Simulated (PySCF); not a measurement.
## Radial density of Pd (palladium, neutral)

UHF, [Kr] 4d10, closed-shell 1S. Calculation: PySCF 2.14, in def2-SVP with the def2 core potential (28 electrons) (5s3p2d1f, 31 functions); scalar relativity through the core potential. This is the valence pseudo-density: the core potential removes the inner electrons and smooths the orbitals near the nucleus.

| r (bohr) | 4πr²ρ (e/bohr) |
| --- | --- |
| 0.0327 | 2.639e-05 |
| 0.0550 | 7.315e-05 |
| 0.0925 | 0.0002397 |
| 0.156 | 0.002227 |
| 0.262 | 0.06186 |
| 0.440 | 1.674 |
| 0.740 | 13.60 |
| 1.25 | 12.90 |
| 2.09 | 2.980 |
| 3.52 | 0.3710 |
| 5.93 | 0.004391 |

Energies and moments cover only the electrons outside the core potential.
